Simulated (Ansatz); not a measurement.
System: sum formula H$_{5}$SiNO$_{3}$, net charge 0, singlet state. 
Coordinates optimised at B3LYP-D3(BJ)/def2-TZVP (Ansatz, an electronic-structure program):
```
Si
O 1 1.6330
H 2 0.9605 1 117.84
O 1 1.6443 2 106.50 3 60.69
H 4 0.9597 1 117.84 2 175.93
O 1 1.6443 2 106.50 3 -60.69
H 6 0.9597 1 117.84 2 -175.93
N 1 1.7058 2 113.19 3 -180.00
H 8 1.0086 1 119.30 2 70.60
H 8 1.0086 9 110.69 1 144.26
```
Charge 0, spin multiplicity 1.

Computed values are from Ansatz. Valence correlation only, unless marked. UHF or UKS for open shells. No spin-orbit coupling. No relativistic terms. Basis-set limits of correlation are two-point, X^-3; Hartree-Fock from the larger set. The bracket is a focal-point correction in the basis named.

Problem. What is the atomisation energy De at CCSD(T)/CBS(aug-cc-pV(T+d)Z,aug-cc-pV(Q+d)Z)?

Solution. 958.6 kcal/mol.

Problem. What is the vertical triplet-singlet gap at RI-MP2/CBS(aug-cc-pV(T+d)Z,aug-cc-pV(Q+d)Z)+[CCSD(T)-MP2]/aug-cc-pV(T+d)Z?

Solution. 6.51 eV.

Problem. What is the vertical ionisation energy (to the doublet) at RI-MP2/CBS(aug-cc-pV(T+d)Z,aug-cc-pV(Q+d)Z)+[CCSD(T)-MP2]/aug-cc-pV(T+d)Z?

Solution. 10.66 eV.

Problem. What is the T1 diagnostic at CCSD/aug-cc-pV(Q+d)Z?

Solution. 0.011.

Problem. What is the total energy at CCSD(T)/CBS(aug-cc-pV(T+d)Z,aug-cc-pV(Q+d)Z)?

Solution. -572.5081 Eh.
